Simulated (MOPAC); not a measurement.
A run for MOPAC: PM6 on CoF, 2S+1 = 5, a spin state set in the input, which need not be the lowest, a point of a bond scan (R = 1.942 Å).

```
PM6 1SCF PRECISE CHARGE=0 UHF MS=2 THREADS=1
CoF

Co     0.00000000 1     0.00000000 1     0.00000000 1
F      0.00000000 1     0.00000000 1     1.94226300 1
```

The log:

```
*******************************************************************************
 **                                                                           **
 **                              MOPAC v23.2.5                                **
 **                                                                           **
 *******************************************************************************
 ** MOPAC's Digital Object Identifier: https://doi.org/10.5281/zenodo.6511958 **
 **                                                                           **
 ** Please cite the open-source release paper for use of this MOPAC version:  **
 ** J. E. Moussa and J. J. P. Stewart (2026)                                  **
 ** MOPAC: An open-source semiempirical molecular orbital program             **
 ** J. Open Source Softw., 11(119), 8025, https://doi.org/10.21105/joss.08025 **
 *******************************************************************************

                              PM6 CALCULATION RESULTS

 *******************************************************************************
 *  PM6        - The PM6 Hamiltonian to be used
 *  UHF        - UNRESTRICTED HARTREE-FOCK CALCULATION
 *
 *
 *
 *                 CHARGE ON SYSTEM = 0
 *
 *
 *
 *  MS=        - IN MECI, MAGNETIC COMPONENT OF SPIN =  2.0
 *  PRECISE    - TIGHTER CRITERIA TO BE USED
 *  1SCF       - DO 1 SCF AND THEN STOP
 *  THREADS=1  - MULTI-THREADING NOT USED
 *  T=         - A TIME OF 172800.0 SECONDS REQUESTED
 *  DUMP=N     - RESTART FILE WRITTEN EVERY 7200.0 SECONDS REQUESTED
 *******************************************************************************
PM6 1SCF PRECISE CHARGE=0 UHF MS=2 THREADS=1
 CoF

   ATOM   CHEMICAL          X               Y               Z
  NUMBER   SYMBOL      (ANGSTROMS)     (ANGSTROMS)     (ANGSTROMS)

     1      Co          0.00000000  *   0.00000000  *   0.00000000  *
     2       F          0.00000000  *   0.00000000  *   1.94226300  *



          CARTESIAN COORDINATES

    NO.       ATOM           X           Y           Z

     1        Co          0.0000      0.0000      0.0000
     2         F          0.0000      0.0000      1.9423

 General Reference for PM6:
 "Optimization of Parameters for Semiempirical Methods V: Modification of NDDO Approximations
 and Application to 70 Elements", J. J. P. Stewart, J. Mol. Mod., 13, 1173-1213 (2007)
 URL: https://link.springer.com/article/10.1007/s00894-007-0233-4

           Empirical Formula: Co F  =     2 atoms



      MOLECULAR POINT GROUP   :   C*v


          UHF CALCULATION, NO. OF ALPHA ELECTRONS =   10
                           NO. OF BETA  ELECTRONS =    6

 -------------------------------------------------------------------------------
 PM6 1SCF PRECISE CHARGE=0 UHF MS=2 THREADS=1
 CoF



     1SCF WAS SPECIFIED, SO BFGS WAS NOT USED
     SCF FIELD WAS ACHIEVED


                              PM6 CALCULATION
                                                       MOPAC v23.2.5 Linux




          FINAL HEAT OF FORMATION =         50.32262 KCAL/MOL =     210.54986 KJ/MOL


          COSMO AREA              =         82.29 SQUARE ANGSTROMS
          COSMO VOLUME            =         67.41 CUBIC ANGSTROMS

          IONIZATION POTENTIAL    =          8.198546 EV
          ALPHA SOMO LUMO (EV)    =         -8.199 37.281
          BETA  SOMO LUMO (EV)    =         -8.983 -6.464
          NO. OF ALPHA ELECTRONS  =         10
          NO. OF BETA  ELECTRONS  =          6
          MOLECULAR WEIGHT        =         77.9316         POINT GROUP:  C*v

          MOLECULAR DIMENSIONS (Angstroms)

            Atom       Atom       Distance
            F     2   Co     1     1.94226
            F     2   Co     1     0.00000
           Co     1    F     2     0.00000


          SCF CALCULATIONS        =          1





   ATOM   CHEMICAL          X               Y               Z
  NUMBER   SYMBOL      (ANGSTROMS)     (ANGSTROMS)     (ANGSTROMS)

     1      Co          0.00000000  *   0.00000000  *   0.00000000  *
     2       F          0.00000000  *   0.00000000  *   1.94226300  *

                             CARTESIAN COORDINATES

   1   Co        0.000000000     0.000000000     0.000000000
   2    F        0.000000000     0.000000000     1.942263000


           Empirical Formula: Co F  =     2 atoms



      MOLECULAR POINT GROUP   :   C*v


          ALPHA EIGENVALUES
 -38.17453 -13.88807 -13.81956 -13.81956  -9.70117  -9.65734  -9.65734  -9.46796
  -9.46796  -8.19855  37.28119  37.35443  37.35443


           BETA EIGENVALUES
 -36.95438 -14.19589 -14.19589 -13.25633  -8.98289  -8.98289  -6.46351  -6.25157
  -6.25157  -3.68919  38.08851  38.08851  38.29562


              NET ATOMIC CHARGES AND DIPOLE CONTRIBUTIONS

  ATOM NO.   TYPE          CHARGE      No. of ELECS.   s-Pop       p-Pop       d-Pop
    1         Co           0.547792        8.4522     1.03694     0.00180     7.41347
    2          F          -0.547792        7.5478     1.98617     5.56163
 DIPOLE           X         Y         Z       TOTAL
 POINT-CHG.     0.000     0.000    -5.110     5.110
 HYBRID         0.000    -0.000    -0.010     0.010
 SUM            0.000    -0.000    -5.120     5.120


          ATOMIC ORBITAL ELECTRON POPULATIONS

     Atom    s        px        py        pz      x^2-y^2     xz        z^2       yz        xy
    1 Co   1.03694   0.00012   0.00012   0.00156   2.00000   1.06521   1.28305   1.06521   2.00000
    2  F   1.98617   1.93467   1.93467   1.69228


                    (SZ)    =    2.000000
                    (S**2)  =    6.000091


          ATOMIC ORBITAL SPIN POPULATIONS

    Atom   Total    s     px     py     pz   x^2-y^2  xz     z^2    yz     xy
         Atomic
    1 Co  3.5494  0.963  0.000  0.000  0.000  0.000  0.935  0.717  0.935 -0.000
    2  F  0.4506  0.014  0.065  0.065  0.306

 **********************
 *                    *
 * JOB ENDED NORMALLY *
 *                    *
 **********************




 == MOPAC DONE ==
```

The run finished.

Cost: around 0.03 core-seconds (rough).
